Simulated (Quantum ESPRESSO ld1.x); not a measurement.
Q: Cd+, configuration [Kr] 4d9 5s1 5d1 (not the ground configuration). Calculated with ld1.x of Quantum ESPRESSO 7.5: scalar-relativistic Kohn-Sham, LDA (Slater exchange, Perdew-Wang correlation), spin-polarised, spherical densities, point nucleus; open shells are filled with parallel spins first. Some entries of the table are withheld. Estimate them.

| orbital | occ. | eigenvalue (eV) | <r^2> (bohr^2) |
|---|---|---|---|
| 1s up | 1 | -26512.3 | 0.001252 |
| 1s down | 1 | -26512.3 | 0.001252 |
| 2s up | 1 | -3953.23 | 0.02047 |
| 2s down | 1 | -3952.99 | 0.02047 |
| 2p up | 3 | -3551.40 | 0.01612 |
| 2p down | 3 | -3551.20 | 0.01612 |
| 3s up | 1 | -751.670 | 0.1474 |
| 3s down | 1 | -751.485 | 0.1473 |
| 3p up | 3 | -619.865 | 0.1485 |
| 3p down | 3 | -619.666 | 0.1484 |
| 3d up | 5 | -412.971 | 0.1335 |
| 3d down | 5 | -412.723 | 0.1335 |
| 4s up | 1 | -124.612 | 0.8690 |
| 4s down | 1 | -123.764 | 0.8679 |
| 4p up | 3 | (1) | 1.041 |
| 4p down | 3 | (2) | 1.039 |
| 4d up | 5 | -29.5714 | (3) |
| 4d down | 4 | -28.5811 | (4) |
| 5s up | 1 | -18.6342 | 6.663 |
| 5s down | 0 | -17.2568 | 6.695 |
| 5d up | 1 | -4.6059 | 29.88 |
| 5d down | 0 | -3.7426 | 36.12 |

A: 
(1) 4p up eigenvalue (eV): -85.5779
(2) 4p down eigenvalue (eV): -84.6993
(3) 4d up <r^2> (bohr^2): 1.781
(4) 4d down <r^2> (bohr^2): 1.762
